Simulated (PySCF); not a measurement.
From one molecule to another.

First species: C2H12O2SSi3.
Geometry (GFN2-xTB, Å), atoms numbered from 1 in this order:
```
atom  x, y, z in Å
C1    -2.0807   -1.7434    0.2629
C2    -1.2294   -0.9848   -0.7416
O3     0.0516   -0.7027   -0.2395
Si4    0.4173    0.4231    0.8666
O5    -0.2686    1.8382    0.5101
Si6   -0.3770    3.1784   -0.4058
S7     2.5302    0.4760    0.7483
Si8    2.9003   -1.1912   -0.5633
H9    -2.2658   -1.1228    1.1359
H10   -1.5649   -2.6464    0.5797
H11   -3.0306   -2.0157   -0.1890
H12   -1.0777   -1.5847   -1.6448
H13   -1.7222   -0.0453   -1.0167
H14   -0.0539    0.1466    2.2102
H15   -1.6016    3.7898    0.1026
H16    0.8246    3.9740   -0.1870
H17   -0.5116    2.7718   -1.8071
H18    2.3751   -0.9185   -1.8946
H19    4.3550   -1.2350   -0.5660
H20    2.3247   -2.3968    0.0165
```

Second species: C₄H₁₂O₃Si.
InChI=1S/C4H12O3Si/c1-5-4-8(6-2)7-3/h8H,4H2,1-3H3

Levels: PBE0/pcSseg-1 for dipole moment, HOMO energy, LUMO energy and HOMO–LUMO gap; GFN2-xTB for rotational constant A and rotational constant C. Geometries: GFN2-xTB. All species are isolated and taken at one optimised geometry, non-relativistic unless stated. Electronic properties by PySCF.

Dipoles, sizes and rotational constants follow the conformer. The torsions of the flexible species, by atom-mapped SMILES:
- `[CH3:1][CH2:2][O:3][Si@H:4]([O:5][SiH3:6])[S:7][SiH3:8]`: C1–C2–O3–Si4 -75°, C2–O3–Si4–O5 -48°, O3–Si4–O5–Si6 -71°, O3–Si4–S7–Si8 -8°
- `[CH3:1][O:2][CH2:3][SiH:4]([O:5][CH3:6])[O:7][CH3:8]`: C1–O2–C3–Si4 -178°, O2–C3–Si4–O5 -56°, C3–Si4–O5–C6 56°, C3–Si4–O7–C8 176°

| property | column X | column Y |
| --- | --- | --- |
| dipole moment | 2.93 D | 0.63 D |
| HOMO energy | -7.32 eV | -7.42 eV |
| LUMO energy | 0.06 eV | 1.23 eV |
| HOMO–LUMO gap | 7.38 eV | 8.65 eV |
| rotational constant A | 1.035 GHz | 2.588 GHz |
| rotational constant C | 0.514 GHz | 0.762 GHz |

Problem. Which column belongs to which species?

Solution. Column X is the first species and column Y the second. The first has 20 atoms and 98 electrons, the second 20 and 74.

Problem. How does each property change from the first species to the second?

Solution. dipole moment -2.30 D; HOMO energy -0.10 eV; LUMO energy +1.17 eV; HOMO–LUMO gap +1.27 eV; rotational constant A +1.553 GHz; rotational constant C +0.248 GHz.

On the first: In atomic units the dipole is 1.15 e·bohr (1 au = 2.5417 D).

On the second: The dipole equals about 2.1 × 10⁻³⁰ C·m (1 D = 3.33564 × 10⁻³⁰ C·m).
